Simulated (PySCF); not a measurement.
I²⁺: excitation energy

I²⁺ [Kr] 4d10 5s2 5p3 (4S) → I²⁺ [Kr] 4d10 5s2 5p2 6s1 (4P), as a difference of total energies. Computed with PySCF 2.14 in dyall-av2z (22s16p12d, 130 functions), with the non-relativistic Hamiltonian (point nucleus). Correlated levels: valence: [Kr] 4d10 frozen; virtual orbitals above 40 to 60 times the deepest correlated orbital energy dropped. The calculations carry no spin-orbit coupling.

| method | excitation energy (eV) |
| --- | --- |
| UHF | 15.400 |
| LDA | 15.119 |
| PBE | 15.064 |
| PBE0 | 15.316 |
| r2SCAN | 15.689 |
| revPBE | 15.101 |
| PW91 | 15.102 |
| wB97X | 15.523 |
| MP2 (valence) | 15.335 |
| SCS-MP2 (valence) | 15.321 |

Q: How much does correlation contribute at MP2 (valence)?

A: 15.335 − (15.400) = -0.065 eV, measured against UHF.

A first-order spin-orbit estimate (lowest level to lowest level, LS coupling) adds -0.537 eV.

The promoted electron is Rydberg-like, and one or two diffuse shells describe it only roughly, which tends to raise the upper state.
